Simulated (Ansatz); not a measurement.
Worked example: SiH(CH3)2Br + SiH2(SiH3)Br → SiH2(CH3)2 + SiH(SiH3)Br2

Gas-phase species: SiH(CH3)2Br, singlet; SiH2(SiH3)Br, singlet; SiH2(CH3)2 (dimethylsilane), singlet; SiH(SiH3)Br2, singlet. The partners trade Br for H; both sit on Si, so the bond types are kept.

Shapes, held fixed at every level: PBE0-D4/def2-TZVP. Programs: Ansatz 0.2.0. The zero-point and thermal change to 298 K, harmonic and unscaled (PBE0-D4/def2-TZVP), is +0.2 kJ/mol.

At CCSD(T)/def2-TZVPP; 1 Eh = 2625.50 kJ/mol:

```
     species   energy (Eh)
 SiH(CH3)2Br  -2942.113401
SiH2(SiH3)Br  -3153.851061
  SiH2(CH3)2   -369.945610
SiH(SiH3)Br2  -5726.013569
```

Q: Work out ΔH(298 K) of the reaction at this level.

A: 
1. Products less reactants: (-369.945610) + (-5726.013569) − [(-2942.113401) + (-3153.851061)] = 0.005283 Eh = +13.9 kJ/mol.
2. With the thermal change: +13.9 + (+0.2) = +14.1 kJ/mol.

Other levels give +10.0 (PBE-D4/def2-TZVPP) to +18.5 kJ/mol (HF/def2-TZVPP). No measured value is set beside it here. Relativity is left out for Br. Outer-core shells of Br are correlated, in sets that cover them unevenly.
